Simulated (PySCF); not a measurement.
# What a mistake does to a calculation on CH7NOSi

Calculated results; nothing here was measured. They come from PySCF 2.14.0, an open-source quantum chemistry program, on an isolated molecule that a program drew, which may never have been made. The molecule is CH7NOSi (charge 0, singlet), drawn as the SMILES string `N[SiH2]CO`.

Each row is a Hartree-Fock (HF) and frozen-core CCSD(T) single point in the cc-pV(D+d)Z basis, meant for a local HF minimum. Run 1 is clean. Each other run has one planted mistake out of seven kinds, and not every kind appears here: one electron removed, one electron added, multiplicity raised by two, geometry at a saddle point, minimal basis STO-3G, one bond length entered in bohr, all coordinates scaled. The reference is restricted for singlets and unrestricted otherwise, and also for a bond in bohr. Adding or removing an electron swaps singlet and doublet. Electrons count all cores. HOMO and LUMO are orbital energies over both spins, the gradient is its largest component, and the lowest frequency (negative if imaginary) is given only where the gradient is small. Bond lengths are over the 10 bonds as drawn. T1 is the CCSD diagnostic: over 0.02 (restricted) or 0.045 (unrestricted) a single reference is doubtful.

Geometry of the clean run:
```xyz
11
CH7NOSi, angstrom
N     1.0937    0.0283   -0.7594
Si    0.3342   -0.5871    0.6553
C     1.3002   -0.0943    2.2055
O     1.4495    1.2977    2.3890
H     0.5888    0.0373   -1.6258
H     2.0653   -0.1548   -0.9278
H    -1.0267    0.0050    0.7029
H     0.1853   -2.0683    0.7081
H     0.8378   -0.5655    3.0844
H     2.3112   -0.5073    2.1501
H     0.5975    1.7073    2.3887
```

| run | electrons | basis functions | <S^2> | HOMO (eV) | LUMO (eV) | gradient (hartree/bohr) | lowest frequency (cm^-1) | mean bond (Å) | longest bond (Å) | T1 | HF (hartree) | CCSD(T) (hartree) | mistake |
|---|---|---|---|---|---|---|---|---|---|---|---|---|---|
| 1 | 42 | 100 | 0.000 | -10.58 | 4.51 | 2.0e-05 | 77 | 1.3142 | 1.892 | 0.0099 | -460.21072 | -460.87779 | no fault |
| 2 | 42 | 31 | 0.000 | -8.00 | 13.37 | 7.2e-02 | - | 1.3142 | 1.892 | 0.0067 | -454.65756 | -454.87852 | minimal basis STO-3G |
| 3 | 42 | 100 | 0.970 | -10.46 | 2.90 | 4.4e-02 | - | 1.4398 | 2.668 | 0.0168 | -460.11806 | -460.73732 | ? |
| 4 | 42 | 100 | 0.000 | -10.56 | 4.33 | 3.0e-02 | - | 1.3575 | 1.954 | 0.0106 | -460.19985 | -460.87482 | ? |

**Which mistake was planted in run 3, and what did it cost?**

The mean bond changes by a factor of 1.096 and the longest by 1.410, so the molecule wasn't scaled as a whole. A length L in bohr read as angstrom grows by (1/0.5292 - 1) L = 0.890 L. The 10 bonds together grew by 10 x 0.1256 = 1.256 Å, which gives L = 1.412 Å. That is bond C3-O4, 1.412 Å in the clean geometry. So the mistake is: one bond length entered in bohr. Subtracting run 1 and multiplying by 627.51 kcal/mol a hartree, the energy moved by 58.1 kcal/mol in HF and 88.1 kcal/mol in CCSD(T).

**Which mistake was planted in run 4, and what did it cost?**

The mean and the longest bond both change by the same factor, 1.033, and the gradient is no longer small. So the mistake is: all coordinates scaled. Subtracting run 1 and multiplying by 627.51 kcal/mol a hartree, the energy moved by 6.8 kcal/mol in HF and 1.9 kcal/mol in CCSD(T).

